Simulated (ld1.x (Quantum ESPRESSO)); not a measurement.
**What one change does to a pseudopotential (magnesium, TM)**

magnesium, norm-conserving Troullier–Martins (Kleinman–Bylander form), made with ld1.x (Quantum ESPRESSO) 7.5 (PBE, non-relativistic). Core [He] 2s2, reference 2p6 3s1 3p0 (charge +1). Waves: 3s (bound): rc 2.35 bohr; 2p (bound): rc 0.70 bohr. Local part: all-electron potential smoothed inside 1.30 bohr (lloc = -1). Core correction: a·sin(br)/r model core, default radius (core density twice the valence density).

Change: local potential the s channel.

Cutoffs: the cutoffs (Ry, on a coarse ladder) from which the occupation-weighted sum of valence levels, in a spherical-Bessel basis at the reference potential, stays within 10 and 1 mRy of its value at 400 Ry; they do not see the model core or the augmentation charge, which bear on the density cutoff. Errors are all-electron minus pseudo energies relative to the spin-unpolarised reference configuration.

Problem. What does the change do?

Solution. The number of tests that count goes from 7 to 4; of the 4 tests that both files solve, the error grows in 2 and shrinks in 2 by more than 15 % and 0.3 meV (median size 17.9 → 253.0 meV); the range in which the s phases agree widens (upper end -0.0 → 1.9); the range in which the p phases agree narrows (upper end -0.3 → -1.4); neither file shows a bound ghost at the reference potential, the only one tested.

| quantity | base | changed |
| --- | --- | --- |
| cutoff, loose | 260 Ry | 260 Ry |
| cutoff, tight | over 300 Ry | over 300 Ry |
| bound ghosts | none | none |
| tests counted (converged, no solver errors) | 7 of 7 | 4 of 7 |
| error for 2p6 3s0 3p0, meV [ΔE 15.00 eV] | +3.3 | +2.4 |
| error for 2p6 3s1.5 3p0, meV [ΔE -4.81 eV] | +3.0 | +1.2 |
| error for 2p5 3s2 3p0, meV [ΔE 50.64 eV] | +369 | -1267 |
| error for 2p6 3s1 3p1, meV [ΔE -4.47 eV] | -33 | -504 |
| s: phases at 2.54 bohr within 0.05 rad from the reference energy up to (Ry; the scan ends near 5) | -0.0 | 1.9 |
| p: phases at 2.54 bohr within 0.05 rad from the reference energy up to (Ry; the scan ends near 5) | -0.3 | -1.4 |

Changed file: Tests not counted: 2p6 3s2 3p0 (solver errors, printed error +4.1 meV); 2p6 3s0 3p1 (solver errors, printed error -952 meV); 2p6 3s0 3p2 (solver errors, printed error -1.2 eV).
